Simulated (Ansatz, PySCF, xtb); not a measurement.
Energy difference R1 + R2 → P1 + P2, each structure at its B3LYP-D3(BJ)/def2-TZVP stationary point, reached from a drawn start (curvature not checked).
R1: H7NSi2 (SMILES [SiH3]N[SiH3]), charge 0, multiplicity 1.
R2, H2O (SMILES O) (charge 0, multiplicity 1):
```xyz
3

O      0.000     0.000     0.390
H      0.000     0.765    -0.195
H      0.000    -0.765    -0.195
```
P1, H5NSi (SMILES N[SiH3]) (charge 0, multiplicity 1):
```csv
atom,x (Å),y (Å),z (Å)
N,1.0069,-0.2015,0.2812
Si,-0.6400,0.1602,-0.0772
H,1.7458,0.3665,-0.1028
H,1.3058,-1.1590,0.3799
H,-1.4893,-0.6276,0.8456
H,-0.8435,1.6114,0.1373
H,-1.0856,-0.1500,-1.4639
```
P2: H4OSi (SMILES O[SiH3]), charge 0, multiplicity 1.

P less R. No zero-point or thermal terms.

The values were computed with Ansatz (a program for electronic structure); PySCF for the D3/D4 terms; xtb for the GFN methods. No computed number here is a measurement.

Question: One of these levels gives -8.06 kcal/mol for the reaction energy. Which?
A. BLYP-D4/def2-TZVPP
B. CAM-B3LYP-D4/def2-TZVPP
C. GFN2-xTB
D. B3LYP/def2-TZVPP

Answer: B, CAM-B3LYP-D4/def2-TZVPP. The others give -18.16 (GFN2-xTB), -7.19 (BLYP-D4/def2-TZVPP), -9.15 (B3LYP/def2-TZVPP)
